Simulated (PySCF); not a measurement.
Magnetic shielding above rings: a mixed set.

NICS is the negative of the GIAO shielding at a point without a nucleus: at the ring centre (0) and 1 Å above and below it (1); zz is the component along the ring normal. Level: GIAO PBE0/pcSseg-1 (PySCF, non-relativistic, gas phase) on the GFN2-xTB geometries, one conformer each. Atom numbers follow the mapped SMILES.

**Question.** Order these rings by mean NICS(1)zz, lowest (most negative) first (ppm).
A. ring C1–C2–N3–C4–P5–C6 in `[cH:1]1[cH:2][n:3][cH:4][p:5][cH:6]1`
B. ring Si4–C5–C6–C10 in `[CH:1]#[C:2][SiH2:3][Si@H:4]1[CH2:5][C@H:6]([CH2:7][C:8]#[N:9])[CH2:10]1`
C. ring Si2–C5–C6–C7–C8 in `[CH3:1][Si@:2]1([CH2:3][SiH3:4])[CH:5]=[CH:6][CH:7]=[C:8]1[C:9]#[N:10]`
D. ring C7–C8–C9 in `[CH:1]#[C:2][SiH2:3][C:4]#[C:5][SiH2:6][C@@H:7]1[CH2:8][C@H:9]1[NH2:10]`
E. ring C5–C6–N7–N8–N9 in `[F:1][c:2]1[cH:3][cH:4][c:5]2[cH:6][n:7][n:8][n:9]2[cH:10]1`
F. ring C2–C6–C7–C8–C10 in `[CH3:1][C@@:2]1([C:3](=[O:4])[F:5])[CH2:6][CH2:7][C@@H:8]([SiH3:9])[CH2:10]1`
G. ring Si4–C5–C6 in `[F:1][CH:2]([F:3])[Si@@H:4]1[CH2:5][C@H:6]1[SiH:7]([Cl:8])[Cl:9]`

**Answer.** E (-41.0), A (-26.6), D (-20.6), G (-17.3), F (-2.7), C (1.7), B (4.0).

```tsv
SMILES	ring	NICS(0)	NICS(1)	NICS(1)zz	HOMA	rms pucker (Å)	ring atoms with four or more neighbours
Fc1ccc2cnnn2c1	5-membered ring with 3 N; formal bonds all aromatic	-15.7	-15.7	-41.0	0.92	0.00	0
c1cncpc1	6-membered ring with N and P; formal bonds all aromatic	-6.2	-10.6	-26.6	0.90	0.00	0
C#C[SiH2]C#C[SiH2][C@@H]1C[C@H]1N	3-membered carbocycle; formal bonds all single	-42.5	-8.4	-20.6	–	0.00	3
FC(F)[Si@@H]1C[C@H]1[SiH](Cl)Cl	3-membered ring with Si; formal bonds all single	-26.6	-8.0	-17.3	–	0.00	3
C[C@@]1(C(=O)F)CC[C@@H]([SiH3])C1	5-membered carbocycle; formal bonds all single	-5.4	-4.0	-2.7	–	0.18	5
C[Si@]1(C[SiH3])C=CC=C1C#N	5-membered ring with Si; formal bonds 2 double, 3 single	0.6	-2.0	1.7	–	0.00	1
C#C[SiH2][Si@H]1C[C@H](CC#N)C1	4-membered ring with Si; formal bonds all single	-0.6	-1.1	4.0	–	0.12	4
```

NICS(0) gives another order. The isotropic NICS(1) gives the same order. HOMA uses Krygowski's 1993 parameters; it is left out where a ring has a four-coordinate atom, a triple bond, no multiple bond or a kind of bond without parameters. NICS(1) and NICS(1)zz are means over the two faces.
